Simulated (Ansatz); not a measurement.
Species: CH$_{3}$F$_{2}$Ge, charge 0, multiplicity 2. It need not be the lowest isomer of its formula. 
Structure (B3LYP-D3(BJ)/def2-TZVP (Ansatz, a program for electronic structure) minimum search):
```
C
H 1 1.0872
H 1 1.0872 2 111.03
H 1 1.0902 2 111.01 3 124.00
Ge 1 1.9913 2 109.20 3 -120.46
F 5 1.7553 1 106.16 2 -64.76
F 5 1.7553 6 102.78 1 111.28
```
Charge 0, spin multiplicity 2.

Computed values are from Ansatz. Cores are frozen in the correlated levels unless marked. Open shells are spin-unrestricted. Spin-orbit coupling is left out. The frozen core is the preceding noble-gas configuration, with the filled d and f shells of earlier blocks. No relativistic terms. Basis-set limits of correlation are two-point, X^-3; Hartree-Fock from the larger set.

```
Quantity                                                                Value
---------------------  ------------------------------------------------------
atomisation energy De  600.1 kcal/mol at CCSD(T)/CBS(aug-cc-pVTZ,aug-cc-pVQZ)
total energy            -2315.0121 Eh at CCSD(T)/CBS(aug-cc-pVTZ,aug-cc-pVQZ)
dipole moment                                   3.29 D at CCSD(T)/aug-cc-pVDZ
T1 diagnostic                                       0.015 at CCSD/aug-cc-pVQZ
```
